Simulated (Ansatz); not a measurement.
`C=[C](O)[SnH2][AlH2]` and `C#CC(=C)O` differ in one atom or group.

Ansatz, PBE0-D4/def2-TZVP geometries, multiplicity 1. Each molecule was computed in one conformer, which needn't be the lowest.

Elements past krypton have def2 core potentials.

| property | `C=[C](O)[SnH2][AlH2]` |
| --- | --- |
| HOMO–LUMO gap (PBE0/def2-TZVPP) / eV | 5.23 |
| LUMO energy (PBE/def2-TZVPP) / eV | -2.31 |
| size of the dipole moment (ωB97M-V/def2-TZVPP) / D | 1.61 |
| HOMO energy (PBE/def2-TZVPP) / eV | -5.74 |
| HOMO–LUMO gap (B3LYP/def2-TZVPP) / eV | 4.88 |
| LUMO energy (PBE0/def2-TZVPP) / eV | -1.46 |

Task: Give the same properties after the change, and the shifts. (An estimate is asked.)

Result: Ansatz gave: 
```csv
property,`C#CC(=C)O`,shift
HOMO–LUMO gap (PBE0/def2-TZVPP) / eV,6.03,0.80
LUMO energy (PBE/def2-TZVPP) / eV,-1.64,0.67
size of the dipole moment (ωB97M-V/def2-TZVPP) / D,1.64,0.03
HOMO energy (PBE/def2-TZVPP) / eV,-5.64,0.10
HOMO–LUMO gap (B3LYP/def2-TZVPP) / eV,5.60,0.72
LUMO energy (PBE0/def2-TZVPP) / eV,-0.74,0.72
```

With PBE0 the HOMO falls by 0.08 eV and the LUMO rises by 0.72 eV, so the gap widens by about 0.80 eV. PBE moves the HOMO by 0.10 eV and ωB97M-V by -0.28 eV. Dipoles are sizes alone; their direction can turn.

B3LYP here is the variant with VWN-RPA as its local correlation; programs differ in this.
